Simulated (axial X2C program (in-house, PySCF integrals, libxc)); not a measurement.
The numbers below are computed, except where a source is named.
# SbH⁺: input and output

Program: an in-house relativistic program for diatomic molecules.

Input:
```json
{
 "zs": [
  51,
  1
 ],
 "q": 1,
 "bas": [
  "dyall-cv3z",
  "dyall-v3z"
 ],
 "levels": [
  "PBE0",
  "HF",
  "r2SCAN0"
 ],
 "cc": true,
 "r0": 1.72,
 "thr": -2.0,
 "nmax": 90,
 "npts": 10,
 "nst": 2,
 "ntry": 6
}
```
```bash
python so2c.py task.json out
```

Keys: zs atomic numbers; q charge; bas basis sets; levels methods; cc coupled cluster on or off; r0 starting distance in Å; thr threshold in hartree for freezing inner shells (an s shell follows its p shell); nmax most natural virtual spinors; npts points on the curve; nst determinants followed; ntry starts of the search. HF also brings MP2.

Output of the HF step, with spin–orbit coupling, at R = 1.716 Å for the state Ω = 1/2. It starts from PBE0 orbitals of this distance.

```
two-component X2C + atomic mean field  HF
basis functions 141  fitting functions 745  grid points 5070
iter        total energy     max residual
   1      -6475.549246750     4.26e-01
   2      -6475.567122281     5.45e-03
   3      -6475.567601525     1.42e-03
   4      -6475.567648499     7.10e-04
   5      -6475.567657401     2.31e-04
   6      -6475.567659337     7.71e-05
   7      -6475.567659619     2.59e-05
   8      -6475.567659662     9.93e-06
   9      -6475.567659667     7.58e-06
  10      -6475.567659671     4.56e-06
  11      -6475.567659673     1.21e-06
converged
one-electron -8907.96128732  Coulomb 2589.84133875  exact exchange -169.39974949  xc functional 0.00000000  nuclear repulsion 15.72729473  atomic mean-field constant -3.77525634
correlated 15  virtual 191  natural virtual 90  E(MP2) -0.557738050  MP2 remainder -0.027745151
iter   CCSD correlation   residual
   1     -0.491966729   1.10e-01
   2     -0.503769300   3.61e-02
   3     -0.504295479   1.33e-02
   4     -0.504309172   3.01e-03
   5     -0.504330923   7.67e-04
   6     -0.504328477   3.66e-04
   7     -0.504328223   1.60e-04
   8     -0.504328650   7.06e-05
   9     -0.504328274   3.50e-05
  10     -0.504328292   1.42e-05
(T) -0.012829999  T1 0.0148  D1 0.0454  max T2 0.102
```
Energies are in hartree; totals compare only within one Hamiltonian and basis. T1 in the output is the amplitude norm over the root of the electron number; divide by √2 for the Lee–Taylor value.
